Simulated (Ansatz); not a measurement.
## Cost against result

Saddle point of SiH6OF2, closed shell (SiH₄O ([OH][SiH3]) + HF + HF → SiH₃OF ([OH][SiH2][F]) + HF + H₂; bonds formed: Si1–F7, H2–H8, H6–F9; bonds broken: Si1–H2, H6–F7, H8–F9), PBE0-D4/def2-TZVP structure:

Si1  (0.703, 0.396, -0.031)
H2  (-0.971, 0.345, -0.164)
H3  (1.335, -0.592, -0.927)
H4  (1.265, 1.019, 1.174)
O5  (0.605, 1.772, -0.961)
H6  (-0.668, -1.518, 0.975)
F7  (0.405, -1.105, 1.140)
H8  (-1.367, -0.446, 0.097)
F9  (-1.711, -1.540, 0.589)
H10  (0.402, 1.670, -1.892)
(Å)

Barriers are electronic and count from the start structure reached by relaxing down the imaginary mode.

Program: Ansatz 0.2.0. Basis: as named in each row. Cores are frozen in the correlated methods. B3LYP uses VWN-RPA correlation. Extrapolation: Hartree–Fock as exp(−7.88 √X), correlation as X^−2.97.

Times are rough, for one single point on 4 threads of a shared host (Arm Neoverse V2).

The estimate by CCSD(T) at an estimated basis limit (MP2 extrapolated from triple and quadruple zeta, plus CCSD(T) − MP2 in triple zeta) is 29.44 kcal/mol.

| method | basis | time (s) | barrier (kcal/mol) | method less estimate |
| --- | --- | --- | --- | --- |
| HF | STO-3G | under 1 | 55.91 | 26.48 |
| PBE-D4 | STO-3G | under 1 | -21.75 | -51.19 |
| SPW92 | def2-SVP | under 1 | 2.27 | -27.17 |
| B3LYP-D4 | 6-31G | under 1 | 21.46 | -7.97 |
| PBE-D4 | def2-SVP | under 1 | 13.69 | -15.75 |
| PBE0-D4 | def2-SVP | under 1 | 20.41 | -9.03 |
| SPW92 | def2-TZVPP | under 1 | 6.79 | -22.64 |
| PBE-D4 | def2-TZVPP | 1 | 17.99 | -11.45 |
| BLYP-D4 | def2-TZVPP | 1 | 21.69 | -7.75 |
| B3LYP-D4 | def2-TZVPP | 2 | 25.49 | -3.95 |
| BHLYP-D4 | def2-TZVPP | 2 | 31.48 | 2.04 |
| PBE0-D4 | def2-TZVPP | 2 | 23.63 | -5.80 |
| CAM-B3LYP-D4 | def2-TZVPP | 2 | 24.93 | -4.50 |
| CCSD(T) | def2-SVP | 2 | 31.31 | 1.88 |
| wB97M-V | def2-SVP | 2 | 21.71 | -7.73 |
| r2SCAN-D4 | def2-TZVPP | 2 | 20.07 | -9.37 |
| r2SCAN0-D4 | def2-TZVPP | 3 | 24.56 | -4.88 |
| B2PLYP | def2-TZVPP | 3 | 27.22 | -2.22 |
| PBE-QIDH | def2-TZVPP | 3 | 27.27 | -2.17 |
| RPA on PBE | def2-TZVPP | 3 | 28.71 | -0.73 |
| wB97X-V | def2-TZVPP | 4 | 26.39 | -3.05 |
| wB97M-V | def2-TZVPP | 5 | 25.65 | -3.79 |
| B97M-V | def2-TZVPP | 5 | 26.50 | -2.94 |
| MP2 | def2-QZVPP | 12 | 27.68 | -1.75 |
| CCSD(T) | def2-TZVPP | 76 | 29.60 | 0.17 |

All methods are single points on the PBE0-D4 structures; a negative value means that the method puts the saddle structure below the start.

The T1 diagnostic stays at or below 0.013.

Labels in which every atom is bracketed show which atoms are joined, not bond orders.
